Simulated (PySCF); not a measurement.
Molecule: `COCCP(C)C`, C$_{5}$H$_{13}$OP.

Bonds (- single, = double, # triple, : aromatic): C1-O2, O2-C3, C3-C4, C4-P5, P5-C6, P5-C7. C1 carries H8, H9, H10; C3 carries H11, H12; C4 carries H13, H14; C6 carries H15, H16, H17; C7 carries H18, H19, H20.

Frames of a GFN2-xTB Langevin trajectory at 400 K; GIAO PBE0/pcSseg-1 shieldings in PySCF 2.14, gas phase, non-relativistic; equivalent atoms averaged within each frame.

References, each an isolated molecule treated in the same way: 13C (σ = 186.93 ppm), 1H (σ = 31.72 ppm) vs TMS; 17O (σ = 336.08 ppm) against H2O; 31P (σ = 318.38 ppm) against H3PO4. The references are static minima.

How do the shifts (ppm) fluctuate along the trajectory?

## Answers


| time (fs) | C3 | C1 | C4 | C6/C7 | O2 | P5 | H8/H9/H10 | H11/H12 | H13/H14 | H15/H16/H17/H18/H19/H20 |
| --- | --- | --- | --- | --- | --- | --- | --- | --- | --- | --- |
| optimised geometry | 74.0 | 60.7 | 39.6 | 20.6 | 34.9 | -75.8 | 3.47 | 3.55 | 1.53 | 0.96 |
| 250 | 71.6 | 61.9 | 49.5 | 26.0 | 21.6 | -74.0 | 3.43 | 3.40 | 2.54 | 1.47 |
| 425 | 74.4 | 61.6 | 46.7 | 21.0 | 46.3 | -74.0 | 3.60 | 4.22 | 2.13 | 0.95 |
| 625 | 82.0 | 63.6 | 46.8 | 22.2 | 56.6 | -62.3 | 3.89 | 4.05 | 1.89 | 1.15 |
| 800 | 77.2 | 63.2 | 52.5 | 19.9 | 22.4 | -60.1 | 3.97 | 3.69 | 2.94 | 0.99 |
| 1000 | 81.7 | 64.4 | 45.0 | 24.3 | 47.8 | -73.9 | 4.45 | 3.84 | 2.06 | 1.64 |
| mean of frames | 77.4 | 62.9 | 48.1 | 22.7 | 38.9 | -68.9 | 3.87 | 3.84 | 2.31 | 1.24 |
| standard deviation | 4.5 | 1.2 | 2.9 | 2.5 | 16.0 | 7.0 | 0.39 | 0.32 | 0.42 | 0.30 |

5 frames give an uncertainty of the mean of about the standard deviation over 2.2 at best, since frames this close in time may not be independent; classical motion lacks zero-point vibration, and the reference would need the same averaging.
